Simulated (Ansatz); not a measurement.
`O[Si](O)([SiH3])Cl` + NH₃ → `N[Si](O)([SiH3])Cl` + H₂O  (ligand exchange at the Si–O bond)

Computed with Ansatz on PBE0-D4/def2-TZVP structures; ΔE is electronic, products minus reactants. CBS: MP2 limit from def2 TZ/QZ plus the TZ coupled-cluster correction, frozen cores. This one scheme is used for every species. Functionals use def2-TZVPP. One conformer a species, not always the lowest.

```
             species  LC-ωPBE energy (Eh)
`O[Si](O)([SiH3])Cl`          -1192.50971
                 NH₃            -56.55397
`N[Si](O)([SiH3])Cl`          -1172.62181
                 H₂O            -76.42387
```

Task: Work out ΔE.

Result: ΔE = (-1172.62181) + (-76.42387) − (-1192.50971) − (-56.55397) = 0.01800 Eh = +11.3 kcal/mol. CCSD(T)/CBS gives +11.2 kcal/mol.

Task: What do rigid-rotor, harmonic-oscillator terms from PBE0-D4/def2-TZVP frequencies (298.15 K, 1 bar) make of the CCSD(T)/CBS value? (Estimate.)

Result: The calculation gave: ΔZPE = -0.9 kcal/mol, ΔH = +10.7 kcal/mol, ΔS = 13 J/(mol·K), ΔG = +9.8 kcal/mol. Modes under 50 cm⁻¹ make the entropy rough.

Largest T1 diagnostic among the species: 0.012.

In def2-TZVPP, CCSD(T) changes the Hartree–Fock value by −1.8 kcal/mol (the triples alone add −0.2 kcal/mol) and MP2 by −2.1 kcal/mol. Leaving LDA and LC-ωPBE aside and taking each functional with its dispersion term where it has one, the values, not all of them listed here, spread over 2.2 kcal/mol, from revPBE-D4 to B97M-V.
